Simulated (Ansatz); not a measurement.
```xyz
12

C     1.5600    0.0000    0.0000
C     0.7800    1.3510    0.0000
C    -0.7800    1.3510    0.0000
C    -1.5600    0.0000    0.0000
C    -0.7800   -1.3510    0.0000
C     0.7800   -1.3510    0.0000
H     2.6450    0.0000    0.0000
H     1.3225    2.2906    0.0000
H    -1.3225    2.2906    0.0000
H    -2.6450    0.0000    0.0000
H    -1.3225   -2.2906    0.0000
H     1.3225   -2.2906    0.0000
```

Basis set: def2-TZVP (spherical functions). Charge 0, multiplicity 1.

Computed with Ansatz (development build ahead of 0.2.0); each method stands on the lowest determinant of its kind that the runs found. Restricted functionals stand beside restricted open-shell atoms, which can lie above the unrestricted atoms usual in DFT and then raise those values.

The atomization energy at this shape (free ground-state atoms in the same class of orbitals less the molecule, no zero-point energy) of singlet C6H6:

```json
{"method": "ωB97X (restricted)", "atomization energy": "56.18 eV"}
{"method": "PBE0 (restricted)", "atomization energy": "56.97 eV"}
{"method": "UHF", "atomization energy": "41.48 eV"}
{"method": "RHF", "atomization energy": "41.26 eV"}
```

Q: What does PBE0 (unrestricted) give?

A: 56.65 eV. Caution: the shape is not the minimum. Caution for ωB97X (restricted): stretched shape with no unrestricted run beside it, a lower state can exist. Caution for UHF: the unrestricted determinant is a mixture of spin states. Caution for RHF: an unrestricted determinant lies well below.
